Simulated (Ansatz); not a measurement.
`C[O][GeH2][GaH2]` + CH₃OH → `C[O][GeH2][O]C` + `[GaH3]`  (cleavage of the Ge–Ga bond)

Calculated with Ansatz (gas phase, PBE0-D4/def2-TZVP geometries, no zero-point term in ΔE). CCSD(T)/CBS adds triple-zeta CCSD(T) − MP2 to the extrapolated MP2 energy (def2 sets, frozen cores). This one scheme is used for every species. Functionals use def2-TZVPP. For Ga, Ge outer-core shells are correlated without core-valence functions, which leaves a few kJ/mol of doubt a bond. Scalar relativity is left out up to krypton. Each species was taken in one conformer, which may not be the lowest.

`C[O][GeH2][GaH2]`:

Cartesian coordinates in Å:
```
C -1.091 -1.419 0.439
O -0.702 -0.322 1.223
Ge -0.175 1.158 0.360
Ga 1.865 0.745 -0.947
H -1.977 -1.198 -0.173
H -0.289 -1.760 -0.233
H -1.340 -2.247 1.108
H 0.008 2.183 1.494
H -1.358 1.618 -0.533
H 2.446 -0.706 -1.109
H 2.614 1.948 -1.627
```

CH₃OH:

```xyz
6

C     0.110    0.164   -0.296
O    -0.485    0.045    0.975
H     0.029    1.211   -0.590
H    -0.399   -0.443   -1.055
H     1.173   -0.106   -0.287
H    -0.428   -0.871    1.254
```

`C[O][GeH2][O]C`:

```xyz
13

C     1.354   -1.433   -0.691
O     1.460   -0.159   -0.097
Ge    0.319    1.105   -0.590
O    -1.327    0.617   -0.148
C    -1.638    0.450    1.216
H     0.397   -1.916   -0.459
H     1.459   -1.388   -1.783
H     2.159   -2.057   -0.298
H     0.755    2.341    0.207
H     0.278    1.236   -2.118
H    -1.053   -0.357    1.675
H    -2.697    0.194    1.293
H    -1.466    1.368    1.794
```

`[GaH3]`:

Z-matrix (Å, degrees):
```
Ga
H 1 1.568
H 1 1.568 2 120.0
H 1 1.568 2 120.0 3 -179.9
```

```json
{"level": "LC-ωPBE", "ΔE (kcal/mol)": "-2.8"}
{"level": "MP2/def2-TZVPP", "ΔE (kcal/mol)": "-4.5"}
```

Problem. What does CCSD(T)/CBS give? (Best estimate.)

Solution. The calculation gave: -2.2 kcal/mol. The listed levels differ from it by -0.6, -2.3 kcal/mol.

Largest T1 diagnostic among the species: 0.013.

From BLYP to BHLYP (50 % exact exchange), in def2-TZVPP and without D4, ΔE moves by −2.4 kcal/mol. In def2-TZVPP, CCSD(T) changes the Hartree–Fock value by +2.9 kcal/mol (the triples alone add −0.0 kcal/mol) and MP2 by +2.0 kcal/mol. At CCSD(T), def2-SVP lies −4.2 kcal/mol from the extrapolated value and def2-TZVPP −1.4 kcal/mol.

CCSD(T)/CBS has its own doubt, a few kJ/mol and more with outer-core shells, so smaller differences from it don't rank the levels.
